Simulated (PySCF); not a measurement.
Choosing a basis for TDDFT

Species: CH5AsGeN2.
Structure used (PBE0-D3(BJ)/def2-SVP), in Å, numbered top down from 1:
```
atom  x, y, z in Å
N1     0.080    2.810   -0.637
C2    -0.057    1.662   -0.537
Ge3   -0.246   -0.253   -0.378
N4    -1.658   -0.465    0.762
As5    1.687   -1.253    0.660
H6    -0.431   -0.764   -1.823
H7    -1.905   -1.432    0.956
H8    -2.496    0.052    0.509
H9     1.940    0.000    1.487
H10    2.588   -0.774   -0.473
```

TDDFT with PBE0 (PySCF), vertical singlets, core orbitals frozen in the response, spherical d and f functions. The structure is a single PBE0-D3(BJ)/def2-SVP conformer in the gas phase; no vibrational or solvent corrections. The PBE0/6-31G* calculation is non-relativistic and has no spin–orbit coupling, an omission that weighs most on arsenic and germanium.

Task: Compare 6-31G*, def2-SVP, def2-SVPD, aug-cc-pVDZ, def2-TZVP and def2-TZVPD for this molecule.

Result: 

```csv
basis,functions,diffuse,S1 (eV),S2 (eV),S3 (eV),S4 (eV),S5 (eV),LUMO (eV),α (au)
6-31G*,116,no,5.79,6.19,6.52,6.65,6.76,-0.65,73.2
def2-SVP,131,no,5.82,6.28,6.55,6.58,6.84,-0.64,74.6
def2-SVPD,176,yes,5.74,6.16,6.36,6.41,6.58,-0.95,87.1
aug-cc-pVDZ,186,yes,5.63,6.04,6.24,6.28,6.43,-1.02,89.0
def2-TZVP,219,no,5.78,6.22,6.42,6.45,6.68,-0.85,83.4
def2-TZVPD,264,yes,5.68,6.11,6.30,6.31,6.51,-0.98,88.8
```

States are compared by their number. Against the largest diffuse basis here (def2-TZVPD, itself not a converged limit), sets without diffuse functions differ by up to 0.14 eV in S1 and 0.33 eV in S5; the smaller diffuse sets differ by up to 0.06 and 0.09 eV. State by state, the largest deviation of a set without diffuse functions is S1 0.14, S2 0.17, S3 0.25, S4 0.33, S5 0.33 eV. The same number needn't mean the same state in each row. Against def2-TZVPD the polarisability deviates by -18% in 6-31G*, -16% in def2-SVP, -2% in def2-SVPD, 0% in aug-cc-pVDZ, -6% in def2-TZVP.
